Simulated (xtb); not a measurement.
H12O6Zn (SMILES [OH2]->[Zn+2](<-[OH2])(<-[OH2])(<-[OH2])(<-[OH2])<-[OH2]), charge +2, singlet, at a GFN2-xTB geometry (such geometries of metal compounds can be far from the true shape); GFN1-xTB with ALPB(hexane) run with xtb 6.7.1.

xtb was given this input:
```
$ xtb mol.xyz --gfn 1 --chrg 2 --alpb hexane --json

# file mol.xyz
19

Zn    -0.00000000    -0.00000000     0.00000000
O     -0.68794774     1.64064429    -0.92214038
H     -1.49271480     1.70775651    -1.44990447
H     -0.27738361     2.51364239    -0.92277461
O      1.57056726     1.04144287     0.68120766
H      1.61931982     1.52897791     1.51224423
H      2.42176999     1.15066801     0.24051186
O      1.03700290    -0.48888826    -1.64345426
H      1.60028365    -1.26373687    -1.75753068
H      1.06793819     0.00582109    -2.47109831
O     -1.03700290     0.48888826     1.64345426
H     -1.60028365     1.26373687     1.75753068
H     -1.06793819    -0.00582109     2.47109831
O     -1.57056726    -1.04144287    -0.68120766
H     -1.61931982    -1.52897791    -1.51224423
H     -2.42176999    -1.15066801    -0.24051186
O      0.68794774    -1.64064429     0.92214038
H      0.27738361    -2.51364239     0.92277461
H      1.49271480    -1.70775651     1.44990447
```

Output, abridged:

```
   ID    Z sym.   atoms
    1   30 Zn     1
    2    8 O      2, 5, 8, 11, 14, 17
    3    1 H      3, 4, 6, 7, 9, 10, 12, 13, 15, 16, 18, 19

           -------------------------------------------------
          |                Calculation Setup                |
           -------------------------------------------------

molecular fragmentation (1/2 indicates fragments):
1111111111111111222
# atoms in fragment 1/2:    16     3
 fragment masses (1/2) :      155.45       18.02
CMA distance (Bohr)    :   4.361
constraining FC (au)   :  0.0500

           -------------------------------------------------
          |                 G F N 1 - x T B                 |
           -------------------------------------------------

      * Solvation model:               ALPB
        Solvent                        hexane
        Parameter file                 internal GFN1-xTB/ALPB
        Dielectric constant                1.8800E+00
        Reference state                gsolv [1 M gas/solution]
        Free energy shift                  4.1595E-03 Eh       2.6101E+00 kcal/mol
        Temperature                        2.9815E+02 K
        Density                            6.6000E-01 kg/L
        Solvent mass                       8.6180E+01 g/mol
        Interaction kernel             P16
        Born radius scaling (c1)           1.4775E+00
        Born radii integrator          GBOBC
        Born offset                        0.0000E+00 a0       0.0000E+00 AA
        H-bond correction              false
        Ion screening                  false
        Surface tension                    1.0000E-05 Eh       1.5569E+01 dyn/cm
        Grid points                               230 per atom

          ...................................................
          :                      SETUP                      :
          :.................................................:
          :  # basis functions                  52          :
          :  # atomic orbitals                  52          :
          :  # shells                           38          :
          :  # electrons                        48          :
          :  # halogen bonds                     0          :
          :  max. iterations                   250          :
          :  Hamiltonian                  GFN1-xTB          :
          :  restarted?                      false          :
          :  GBSA solvation                   true          :
          :  PC potential                    false          :
          :  electronic temp.          300.0000000     K    :
          :  accuracy                    1.0000000          :
          :  -> integral cutoff          0.2500000E+02      :
          :  -> integral neglect         0.1000000E-07      :
          :  -> SCF convergence          0.1000000E-05 Eh   :
          :  -> wf. convergence          0.2000000E-04 e    :
          :  Broyden damping             0.4000000          :
          :  net charge                          2          :
          :  unpaired electrons                  0          :
          ...................................................

 iter      E             dE          RMSdq      gap      omega  full diag
   1    -34.8709528 -0.348710E+02  0.483E+00    8.84       0.0  T
   2    -34.8789654 -0.801250E-02  0.278E+00    8.71       1.0  T
   3    -34.8794312 -0.465894E-03  0.230E-01    8.52       1.0  T
   4    -34.8797487 -0.317447E-03  0.223E-02    8.60       1.0  T
   5    -34.8797564 -0.771015E-05  0.668E-04    8.60      34.3  T
   6    -34.8797564 -0.100353E-07  0.188E-05    8.60    1223.2  T
   7    -34.8797564  0.710543E-14  0.382E-06    8.60    5999.6  T

   *** convergence criteria satisfied after 7 iterations ***

         :::::::::::::::::::::::::::::::::::::::::::::::::::::
         ::                     SUMMARY                     ::
         :::::::::::::::::::::::::::::::::::::::::::::::::::::
         :: total energy             -34.669301422115 Eh    ::
         :: total w/o Gsasa/hb       -34.663887073412 Eh    ::
         :: gradient norm              0.022086707688 Eh/a0 ::
         :: HOMO-LUMO gap              8.600731713325 eV    ::
         ::.................................................::
         :: SCC energy               -34.879756412257 Eh    ::
         :: -> electrostatic           0.501552334998 Eh    ::
         :: -> Gsolv                  -0.147161712803 Eh    ::
         ::    -> Gelec               -0.141747364100 Eh    ::
         ::    -> Gsasa               -0.009573837407 Eh    ::
         ::    -> Ghb                  0.000000000000 Eh    ::
         ::    -> Gshift               0.004159488704 Eh    ::
         :: repulsion energy           0.217490974979 Eh    ::
         :: dispersion energy         -0.007035984837 Eh    ::
         :: halogen bond corr.         0.000000000000 Eh    ::
         :: add. restraining           0.000000000000 Eh    ::
         :: total charge               2.000000000000 e     ::
         :::::::::::::::::::::::::::::::::::::::::::::::::::::

           -------------------------------------------------
          |                Property Printout                |
           -------------------------------------------------

    * Orbital Energies and Occupations

         #    Occupation            Energy/Eh            Energy/eV
      -------------------------------------------------------------
         1        2.0000           -0.9409370             -25.6042
       ...           ...                  ...                  ...
        12        2.0000           -0.7838521             -21.3297
        13        2.0000           -0.7838521             -21.3297
        14        2.0000           -0.7368382             -20.0504
        15        2.0000           -0.7368382             -20.0504
        16        2.0000           -0.7368382             -20.0504
        17        2.0000           -0.7176684             -19.5288
        18        2.0000           -0.7176684             -19.5288
        19        2.0000           -0.6849664             -18.6389
        20        2.0000           -0.6849664             -18.6389
        21        2.0000           -0.6849664             -18.6389
        22        2.0000           -0.6825580             -18.5733
        23        2.0000           -0.6825580             -18.5733
        24        2.0000           -0.6825580             -18.5733 (HOMO)
        25                         -0.3664869              -9.9726 (LUMO)
        26                         -0.3130924              -8.5197
        27                         -0.3130924              -8.5197
        28                         -0.3130924              -8.5197
        29                         -0.2855951              -7.7714
        30                         -0.2855951              -7.7714
        31                         -0.2040467              -5.5524
        32                         -0.1950551              -5.3077
        33                         -0.1950551              -5.3077
        34                         -0.1950551              -5.3077
        35                         -0.1937416              -5.2720
       ...                                ...                  ...
        52                          0.6316203              17.1873
      -------------------------------------------------------------
                  HL-Gap            0.3160711 Eh            8.6007 eV
             Fermi-level           -0.5245224 Eh          -14.2730 eV

  Mulliken/CM5 charges         n(s)   n(p)   n(d)
     1Zn    0.91839  1.23554   0.472  0.610  0.000
     2O    -0.62381 -1.01279   1.688  4.936  0.000
     3H     0.40204  0.57010   0.598  0.000  0.000
     4H     0.40204  0.57010   0.598  0.000  0.000
     5O    -0.62381 -1.01279   1.688  4.936  0.000
     6H     0.40204  0.57010   0.598  0.000  0.000
     7H     0.40204  0.57010   0.598  0.000  0.000
     8O    -0.62381 -1.01279   1.688  4.936  0.000
     9H     0.40204  0.57010   0.598  0.000  0.000
    10H     0.40204  0.57010   0.598  0.000  0.000
    11O    -0.62381 -1.01279   1.688  4.936  0.000
    12H     0.40204  0.57010   0.598  0.000  0.000
    13H     0.40204  0.57010   0.598  0.000  0.000
    14O    -0.62381 -1.01279   1.688  4.936  0.000
    15H     0.40204  0.57010   0.598  0.000  0.000
    16H     0.40204  0.57010   0.598  0.000  0.000
    17O    -0.62381 -1.01279   1.688  4.936  0.000
    18H     0.40204  0.57010   0.598  0.000  0.000
    19H     0.40204  0.57010   0.598  0.000  0.000

Wiberg/Mayer (AO) data.
largest (>0.10) Wiberg bond orders for each atom

 ---------------------------------------------------------------------------
     #   Z sym  total        # sym  WBO       # sym  WBO       # sym  WBO
 ---------------------------------------------------------------------------
     1  30 Zn   1.817 --     5 O    0.290    14 O    0.290     8 O    0.290
                            11 O    0.290    17 O    0.290     2 O    0.290
     2   8 O    1.992 --     3 H    0.828     4 H    0.828     1 Zn   0.290
     3   1 H    0.842 --     2 O    0.828
     4   1 H    0.842 --     2 O    0.828
     5   8 O    1.992 --     7 H    0.828     6 H    0.828     1 Zn   0.290
     6   1 H    0.842 --     5 O    0.828
     7   1 H    0.842 --     5 O    0.828
     8   8 O    1.992 --    10 H    0.828     9 H    0.828     1 Zn   0.290
     9   1 H    0.842 --     8 O    0.828
    10   1 H    0.842 --     8 O    0.828
    11   8 O    1.992 --    13 H    0.828    12 H    0.828     1 Zn   0.290
    12   1 H    0.842 --    11 O    0.828
    13   1 H    0.842 --    11 O    0.828
    14   8 O    1.992 --    16 H    0.828    15 H    0.828     1 Zn   0.290
    15   1 H    0.842 --    14 O    0.828
    16   1 H    0.842 --    14 O    0.828
    17   8 O    1.992 --    19 H    0.828    18 H    0.828     1 Zn   0.290
    18   1 H    0.842 --    17 O    0.828
    19   1 H    0.842 --    17 O    0.828
 ---------------------------------------------------------------------------

Topologies differ in total number of bonds
Writing topology from bond orders to xtbtopo.mol

 dipole moment from electron density (au)
     X       Y       Z
  -0.0000   0.0000  -0.0000  total (Debye):    0.000

           -------------------------------------------------
          | TOTAL ENERGY              -34.669301422115 Eh   |
          | GRADIENT NORM               0.022086707688 Eh/α |
          | HOMO-LUMO GAP               8.600731713325 eV   |
           -------------------------------------------------

normal termination of xtb
```
